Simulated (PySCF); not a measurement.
**Excitation energy of Be by level of theory**

Be [He] 2s2 (1S) → Be [He] 2s1 3s1 (3S), as a difference of total energies. Calculation: PySCF 2.14, in x2c-TZVPPall with one added diffuse shell of s type (6s3p1d, 20 functions); the spin-free X2C one-electron Hamiltonian (Gaussian nucleus). Correlated levels: valence: 1s2 frozen; valence and next inner shell: nothing frozen. The calculations carry no spin-orbit coupling.

| method | excitation energy (eV) | error (eV) |
| --- | --- | --- |
| UHF | 5.322 | -1.135 |
| LDA | 6.058 | -0.399 |
| PBE | 6.005 | -0.452 |
| PBE0 | 6.010 | -0.447 |
| r2SCAN | 5.944 | -0.513 |
| r2SCANh | 5.954 | -0.503 |
| PW91 | 6.045 | -0.412 |
| wB97M-V | 6.155 | -0.302 |
| BLYP | 6.149 | -0.308 |
| MP2 (valence) | 5.995 | -0.462 |
| SCS-MP2 (valence) | 6.162 | -0.295 |
| MP2 (valence and next inner shell) | 6.012 | -0.445 |
| SCS-MP2 (valence and next inner shell) | 6.175 | -0.282 |

Reference: 6.457 eV (measured; NIST levels).

Errors of the correlated levels include the incompleteness of this basis and the frozen core.

The basis was made for the ground configuration and has no added diffuse functions, so the excitation energy can come out too high.
